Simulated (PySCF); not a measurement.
SMILES c1c(c(C#C)ccc1)C (C₉H₈) at its GFN2-xTB optimised geometry (Å):

```
17

C     -2.0049    -2.3541     0.0037
C     -1.3974    -1.3185     0.0017
C     -0.6852    -0.0942     0.0000
C     -1.3883     1.1089    -0.0011
C     -0.7082     2.3115    -0.0016
C      0.6766     2.3189    -0.0006
C      1.3771     1.1239     0.0000
C      0.7166    -0.0942     0.0000
C      1.4662    -1.3903    -0.0002
H     -2.5400    -3.2564     0.0040
H     -2.4686     1.0876    -0.0014
H     -1.2570     3.2418    -0.0024
H      1.2132     3.2564    -0.0003
H      2.4582     1.1381     0.0004
H      1.2053    -1.9787     0.8795
H      1.2007    -1.9811    -0.8770
H      2.5400    -1.2181    -0.0031
```

Computed with PBE0/def2-SVP (PySCF).

Map of the LUMO amplitude (bohr^(-3/2)) on the plane z = 1.0 Å; orbital energy -0.86 eV, overall sign arbitrary:

```
|===============================|
|===============================|
|===============================|
|===============================|
|================++++===========|
|===============++++++==========|
|===========--==+*#**++=========|
|=========-----=*#%%#*+=========|
|=========--:::=*@@@#*+=========|
|========--:..:=*%@%*++=========|
|========-:...:-+##*+===========|
|=======--:.  :-=++=---=========|
|=======--:. .:-==-:::--========|
|========--::-===-:..::-========|
|============*#*=:. .:--========|
|==========+*%@%+:. .:--========|
|=========+*#@@%+-..::--========|
|=========+*%@@#+=:::--=========|
|=========+*#%##+==--===========|
|=======---=*#**+++++===========|
|======--:::=++++++**+==========|
|=====--:.  :-=++++**++=========|
|=====--:.  .-===++++++=========|
|======-:...:--==+++++==========|
|======--::::-=====++===========|
|=======------==================|
|=========--====================|
|===============================|
|===============================|
|===============================|
|===============================|
```
Scale: ten equal steps from -0.071 (start of ' ') to 0.082 (end of '@'), in the order ' .:-=+*#%@'; x runs from -5.50 to 5.50, y from -5.50 (bottom) to 5.50 (top).
